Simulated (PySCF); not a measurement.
**N (nitrogen, neutral) across methods**

[He] 2s1 2p4, high-spin 4P determinant (an excited configuration). Calculation: PySCF 2.14, in aug-cc-pV5Z (7s6p5d4f3g2h, 127 functions); no relativity, point nucleus.

```
method  E (hartree)  mean ε 2s α (eV)  mean ε 2p α (eV)  mean ε 2p β (eV)  Σ⟨r²⟩ (bohr²)   ⟨S²⟩
r2SCAN     -54.2049           -22.321            -9.696            -5.328          13.34  3.771
   M06     -54.1839           -23.317           -10.653            -6.551          13.14  3.762
   PBE     -54.1543           -20.692            -9.010            -5.282          13.51  3.761
   LDA     -53.7488           -20.491            -9.153            -5.151          13.63  3.765
   UHF    -54.00505           -33.236           -16.963            -8.202          13.56  3.808
  PBE0     -54.1564           -23.832           -10.999            -6.404          13.32  3.765
M06-2X     -54.1783           -25.897           -12.594            -7.658          13.34  3.768
  TPSS     -54.2270           -21.268            -9.132            -5.387          13.35  3.761
```
